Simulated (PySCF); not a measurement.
**Silver: a sound run and one with changed settings**

Sound run: Ag+ [Kr] 4d10, Ag(2+) [Kr] 4d9. All numbers are calculated (PySCF 2.14, scalar relativity through the core potential, in cc-pVTZ-PP with ECP28MDF (5s5p4d2f1g, 63 functions)). The sound run starts from symmetry-adapted Hartree-Fock orbitals and uses a fine grid where one is needed.

Changed run: 6 angular points. This setting is unsound on purpose.

| species | method | sound run (hartree) | changed run (hartree) | converged |
| --- | --- | --- | --- | --- |
| Ag+ | UHF | -145.82166 | -145.82166 | yes |
| Ag+ | BP86 | -146.72684 | -158.25263 | yes |
| Ag+ | MN15 | -146.33274 | -146.89351 | yes |
| Ag(2+) | UHF | -145.09863 | -145.09863 | yes |
| Ag(2+) | BP86 | -145.92428 | -154.47701 | yes |
| Ag(2+) | MN15 | -145.52988 | -145.69476 | yes |

Ionisation energy of Ag+:

| method | sound run (eV) | changed run (eV) |
| --- | --- | --- |
| UHF | 19.675 | 19.675 |
| MN15 | 21.847 | 32.620 |

A coarse angular grid integrates products of high-l functions wrongly, so density functionals can shift, and the SCF can exploit the error; Hartree-Fock and MP2 need no grid.

For comparison, NIST gives 21.484 eV between the lowest levels.
